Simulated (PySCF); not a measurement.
Simulated O 1s region for `[SiH]1(CCCC1)C(=O)O`, binding energy against the vacuum level.

Every computed line was given a Gaussian of 0.6 eV full width at half maximum and an area set by the number of equivalent atoms; the highest printed point is 100. Method: delta-SCF UKS SCAN, pcX-2 on the ionised atom, pcseg-1 elsewhere, spin-free X2C (PySCF).

binding energy (eV), intensity and a bar:
```
    536.8          0 
    536.9          2 
    537.0          5 #
    537.1         11 ###
    537.2         24 #######
    537.3         43 #############
    537.4         66 ####################
    537.5         88 ##########################
    537.6        100 ##############################
    537.7         98 #############################
    537.8         81 ########################
    537.9         58 ##################
    538.0         36 ###########
    538.1         19 ######
    538.2          9 ###
    538.3          3 #
    538.4          1 
    538.5          0 
    538.6          0 
    538.7          0 
    538.8          0 
    538.9          0 
    539.0          1 
    539.1          4 #
    539.2         10 ###
    539.3         22 #######
    539.4         41 ############
    539.5         64 ###################
    539.6         86 ##########################
    539.7         99 ##############################
    539.8         98 ##############################
    539.9         84 #########################
    540.0         61 ##################
    540.1         38 ###########
    540.2         20 ######
    540.3          9 ###
    540.4          4 #
    540.5          1 
    540.6          0
```

Question: How many maxima does the curve show, and how many computed lines lie under it?

Answer: The curve has 2 maxima (at 537.6 and 539.7 eV). Under it lie 2 lines from 2 inequivalent oxygen sites.

Question: Decompose the envelope and assign each component. Numbering: `[O:1]=[C:2]([OH:3])[SiH:4]1[CH2:5][CH2:6][CH2:7][CH2:8]1`.

Answer: 
```csv
position (eV),relative area,line,atoms,environment
537.63,1,O 1s,O1,acid carbonyl oxygen
539.74,1,O 1s,O3,acid hydroxyl oxygen
```

Question: What are the centre and the root-mean-square width of the whole band?

Answer: The area-weighted mean of the lines is 538.69 eV. Their own spread about it is 1.06 eV (rms) and each Gaussian has σ = 0.6/2.355 = 0.25 eV; the variances add, which gives 1.09 eV.

Question: Above which line width would these two lines show one maximum?

Answer: Two equal Gaussians merge once their distance is under 2σ = FWHM/1.177. With 2.11 eV between them that is a full width over 2.48 eV.

Lowest listed O 1s: O1, bonded to C (double bond). Highest, 2.11 eV above it: O3, bonded to C and H.

Shake-up satellites, vibrational structure and lifetime widths aren't simulated. Geometry: PBE0-D3(BJ)/def2-SVP, one conformer, isolated molecule.
